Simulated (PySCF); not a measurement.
# Ionisation energy of Cd by level of theory

Cd [Kr] 4d10 5s2 (1S) → Cd⁺ [Kr] 4d10 5s1 (2S), as a difference of total energies. All numbers are calculated (PySCF 2.14, scalar relativity through the core potential, in def2-QZVPPD with the def2 core potential (28 electrons) (7s5p4d4f2g, 88 functions)). Correlated levels: valence and next inner shell: nothing frozen outside the core potential. The calculations carry no spin-orbit coupling.

Q: Order these methods by the ionisation energy they give, lowest first.
A. CCSD (valence and next inner shell)
B. MP2 (valence and next inner shell)
C. UHF
D. SCS-MP2 (valence and next inner shell)

A: C (7.337 eV), A (8.773 eV), D (8.921 eV), B (8.979 eV).

Errors of the correlated levels include the incompleteness of this basis.

For comparison: 8.994 eV (measured; NIST Atomic Spectra Database, ionization energies).
